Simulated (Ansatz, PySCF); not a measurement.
Process, species as SMILES: FC(F)(F)C(F)(F)F [1,1,1,2,2,2-hexafluoroethane] -> 2 F[C](F)F (the C-C bond at the site shown breaks; other sites are not compared here)
Each molecule is optimised on its own at B3LYP-D3(BJ)/def2-TZVP (Ansatz, a program for electronic structure), one conformer each, not searched for the lowest. Frequencies are from Ansatz or PySCF.

Quantity: bond dissociation energy (0 K, with B3LYP-D3(BJ) harmonic zero-point energies), in kJ/mol. Cores are frozen in the correlated levels unless marked. Open shells are spin-unrestricted. No spin-orbit coupling. Non-relativistic. CBS(X,Y): correlation extrapolated as X^-3; Hartree-Fock from the larger set. The bracket is a focal-point correction in the basis named.

```csv
level,program,bond dissociation energy (kJ/mol)
PBE-D3(BJ)/def2-TZVPD,Ansatz + dftd3,368.5
BLYP-D3(BJ)/def2-TZVPD,Ansatz + dftd3,349.0
r2SCAN0-D4/def2-TZVPD,Ansatz + dftd4,366.4
B2GP-PLYP/def2-TZVPD,Ansatz,383.0
```

**Question.** Estimate the value at RI-MP2/CBS(aug-cc-pVTZ,aug-cc-pVQZ)+[CCSD(T)-MP2]/aug-cc-pVTZ as computed with Ansatz.

**Answer.** 409.3 kJ/mol, so B2GP-PLYP/def2-TZVPD differs from it by -26.3 kJ/mol.
